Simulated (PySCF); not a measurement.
Input of a run (BHandHLYP/def2-SVP geometry optimisation, gas phase (PySCF 2.14.0)), started from GFN2-xTB:
```
{"job": {"xc": "BHandHLYP", "basis": "def2-SVP", "grid": 1, "kind": "geom"}, "charge": 0, "multiplicity": 1}
Cl     3.053400    -0.308205    -0.059314
C      1.330075    -0.072071    -0.027755
C      0.789480     1.175196    -0.024283
B     -0.719184     1.308794     0.003831
N     -1.426547     0.082156     0.025330
C     -0.820128    -1.126497     0.020380
C      0.533573    -1.239820    -0.005663
H      1.461733     2.021150    -0.041600
H     -1.316176     2.313905     0.008863
H     -2.436764     0.060000     0.045665
H     -1.450426    -2.005714     0.038042
H      1.002162    -2.209579    -0.009523
```

Output (energies in Eh, forces in Eh/bohr):
```
step   0  E = -694.82099715  max force = 0.012613
step   1  E = -694.82164460  max force = 0.002392
step   2  E = -694.82164387  max force = 0.001751
step   3  E = -694.82165749  max force = 0.000755
step   4  E = -694.82165989  max force = 0.000216
optimisation converged
```

Summarise the run.

The energy falls by 1.7 kJ/mol over 5 energy and gradient evaluations, the largest force component goes from 0.0126 to 2.2e-04 Eh/bohr, and the atoms move by 0.012 Å rms after alignment. The bond that changes most is B4–H9 (ring boron to B–H hydrogen), which lengthens by 0.028 Å. Bonds longer at the end by more than 0.005 Å: 3 of 12; shorter: 1. The energy never rose by more than 1e-6 Eh on the way. The first step brought 98 % of the lowering.

What are the final bond lengths?

Cl1–C2 1.742 Å, C2=C3 1.362 Å, C3–B4 1.513 Å, B4–N5 1.427 Å, N5–C6 1.354 Å, C6=C7 1.357 Å, C2–C7 1.422 Å, C3–H8 1.084 Å, B4–H9 1.197 Å, N5–H10 1.005 Å, C6–H11 1.085 Å, C7–H12 1.081 Å. Numbering counts from 1 in the input's order; the species is `ClC1=CBNC=C1`.

The run used 127 basis functions and 30 SCF cycles in all.

Stationary, but not proved a minimum.
